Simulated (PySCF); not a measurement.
C2H10N2OSi. Atoms are numbered in the order given.

```xyz
16

C     -1.4420    -1.5135    -0.6563
C     -1.0865    -0.0804    -0.2684
N     -1.5141     0.3222     1.0886
Si     0.7613     0.3888    -0.4247
N      1.7787    -0.9623    -0.0562
O      0.8638     1.6938     0.6097
H     -1.1405    -1.7346    -1.6939
H     -2.5277    -1.7014    -0.5741
H     -0.9168    -2.2399    -0.0132
H     -1.5993     0.6130    -0.9638
H     -1.2057    -0.3773     1.7682
H     -2.5340     0.3311     1.1554
H      1.1388     0.7757    -1.8132
H      2.7081    -0.9929    -0.4651
H      1.8122    -1.3329     0.8899
H      0.0145     1.7099     1.0997
```

Geometry optimised at r2SCAN-D4/def2-SVP. The structure was generated by enumeration; whether it is a known compound was not checked. One conformer was computed; it need not be the lowest.

Method: PBE0/def2-TZVP run with PySCF.

ESP charges are fitted to the potential on shells at 1.4 to 2.0 van der Waals radii. Atomic charges (e):

```tsv
atom	Löwdin	ESP fit	meta-Löwdin	Mulliken
C1	-0.33	-0.74	-0.35	-0.34
C2	-0.45	0.47	-0.23	-0.12
N3	-0.16	-0.98	-0.50	-0.56
Si4	0.07	0.79	1.05	0.54
N5	-0.26	-1.10	-0.75	-0.64
O6	-0.15	-0.68	-0.78	-0.54
H7	0.13	0.16	0.12	0.12
H8	0.12	0.17	0.10	0.11
H9	0.12	0.18	0.11	0.11
H10	0.15	-0.01	0.12	0.11
H11	0.15	0.36	0.21	0.22
H12	0.15	0.35	0.22	0.22
H13	-0.04	-0.16	-0.13	-0.05
H14	0.16	0.42	0.24	0.24
H15	0.15	0.40	0.23	0.23
H16	0.18	0.36	0.34	0.34
```

Computed Mayer and Wiberg (Löwdin basis) orders of the bonds:
| bond | Mayer | Wiberg |
|---|---|---|
| C1–C2 | 1.01 | 1.30 |
| C2–N3 | 0.94 | 1.38 |
| C2–Si4 | 0.95 | 0.98 |
| Si4–N5 | 1.16 | 1.51 |
| Si4–O6 | 1.23 | 1.65 |
| C1–H7 | 0.96 | 0.90 |
| C1–H8 | 0.96 | 0.90 |
| C1–H9 | 0.96 | 0.90 |
| C2–H10 | 0.94 | 0.81 |
| N3–H11 | 0.93 | 0.95 |
| N3–H12 | 0.93 | 0.95 |
| Si4–H13 | 0.95 | 0.90 |
| N5–H14 | 0.92 | 0.95 |
| N5–H15 | 0.92 | 0.96 |
| O6–H16 | 0.83 | 0.96 |
